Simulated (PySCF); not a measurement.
# Spinor energies of Cd (cadmium, neutral)

Start: [Kr] 4d9 5s2 6s1; 4d3/2 filled at m_j = -3/2, -1/2, +1/2, +3/2; 4d5/2 filled at m_j = -3/2, -1/2, +1/2, +3/2, +5/2; 6s1/2 filled at m_j = +1/2. Calculated with PySCF 2.14 in x2c-TZVPall-2c with one added diffuse shell each of s, p, d type (9s10p8d1f, 86 functions): generalised Hartree-Fock with the X2C-1e Hamiltonian and a Gaussian nucleus; one run each with spin-orbit coupling (SO) switched off, then screened by Boettger's factors. This is a chosen level, not necessarily the ground level.

```json
{"spinor shell": "1s1/2", "electrons": "2", "ε, spin-free (eV)": "-26856.8", "ε, screened SO (eV)": "-26854.5", "weight of nominal j (screened SO)": "1.000", "rms radius, screened SO (bohr)": "0.0348"}
{"spinor shell": "2s1/2", "electrons": "2", "ε, spin-free (eV)": "-4084.9", "ε, screened SO (eV)": "-4084.2", "weight of nominal j (screened SO)": "1.000", "rms radius, screened SO (bohr)": "0.142"}
{"spinor shell": "2p1/2", "electrons": "2", "ε, spin-free (eV)": "-3659.2", "ε, screened SO (eV)": "-3792.6", "weight of nominal j (screened SO)": "1.000", "rms radius, screened SO (bohr)": "0.124"}
{"spinor shell": "2p3/2", "electrons": "4", "ε, spin-free (eV)": "-3659.2", "ε, screened SO (eV)": "-3597.9", "weight of nominal j (screened SO)": "1.000", "rms radius, screened SO (bohr)": "0.128"}
{"spinor shell": "3s1/2", "electrons": "2", "ε, spin-free (eV)": "-808.21", "ε, screened SO (eV)": "-808.02", "weight of nominal j (screened SO)": "1.000", "rms radius, screened SO (bohr)": "0.381"}
{"spinor shell": "3p1/2", "electrons": "2", "ε, spin-free (eV)": "-665.09", "ε, screened SO (eV)": "-689.71", "weight of nominal j (screened SO)": "1.000", "rms radius, screened SO (bohr)": "0.375"}
{"spinor shell": "3p3/2", "electrons": "4", "ε, spin-free (eV)": "-665.09", "ε, screened SO (eV)": "-653.66", "weight of nominal j (screened SO)": "1.000", "rms radius, screened SO (bohr)": "0.386"}
{"spinor shell": "3d3/2", "electrons": "4", "ε, spin-free (eV)": "-441.75", "ε, screened SO (eV)": "-446.13", "weight of nominal j (screened SO)": "0.999", "rms radius, screened SO (bohr)": "0.362"}
{"spinor shell": "3d5/2", "electrons": "6", "ε, spin-free (eV)": "-441.75", "ε, screened SO (eV)": "-438.63", "weight of nominal j (screened SO)": "0.999", "rms radius, screened SO (bohr)": "0.365"}
{"spinor shell": "4s1/2", "electrons": "2", "ε, spin-free (eV)": "-139.18", "ε, screened SO (eV)": "-139.12", "weight of nominal j (screened SO)": "1.000", "rms radius, screened SO (bohr)": "0.937"}
{"spinor shell": "4p1/2", "electrons": "2", "ε, spin-free (eV)": "-94.365", "ε, screened SO (eV)": "-99.403", "weight of nominal j (screened SO)": "0.988", "rms radius, screened SO (bohr)": "1.01"}
{"spinor shell": "4p3/2", "electrons": "4", "ε, spin-free (eV)": "-94.365", "ε, screened SO (eV)": "-91.976", "weight of nominal j (screened SO)": "0.994", "rms radius, screened SO (bohr)": "1.04"}
{"spinor shell": "4d3/2", "electrons": "4", "ε, spin-free (eV)": "-29.078", "ε, screened SO (eV)": "-29.815", "weight of nominal j (screened SO)": "0.914", "rms radius, screened SO (bohr)": "1.31"}
{"spinor shell": "4d5/2", "electrons": "5", "ε, spin-free (eV)": "-29.078", "ε, screened SO (eV)": "-28.510", "weight of nominal j (screened SO)": "0.931", "rms radius, screened SO (bohr)": "1.33"}
{"spinor shell": "5s1/2", "electrons": "2", "ε, spin-free (eV)": "-13.024", "ε, screened SO (eV)": "-13.022", "weight of nominal j (screened SO)": "1.000", "rms radius, screened SO (bohr)": "2.83"}
{"spinor shell": "6s1/2", "electrons": "1", "ε, spin-free (eV)": "-2.472", "ε, screened SO (eV)": "-2.472", "weight of nominal j (screened SO)": "1.000", "rms radius, screened SO (bohr)": "7.98"}
```

| quantity | spin-free | screened SO |
| --- | --- | --- |
| E (hartree) | -5590.26463 | -5591.40008 |
| M_J | 3 | 3 |
| ⟨J²⟩ | 12.006 | 12.006 |
| ⟨L²⟩ | 6.005 | 6.020 |
| ⟨S²⟩ | 2.001 | 2.016 |

Each row is a mean over spinors that exchange with the open shell spreads, by up to 5.884 eV (4p3/2).

Breit and QED terms are absent; they matter most for the inner s and p1/2 levels.

Densities and radii are taken from the X2C orbitals without a picture-change correction, which distorts them close to the nucleus.

Without spin-orbit coupling the j labels of p, d and f shells carry no meaning; the spin-free column gives the mean over the occupied spinors of each nl shell.
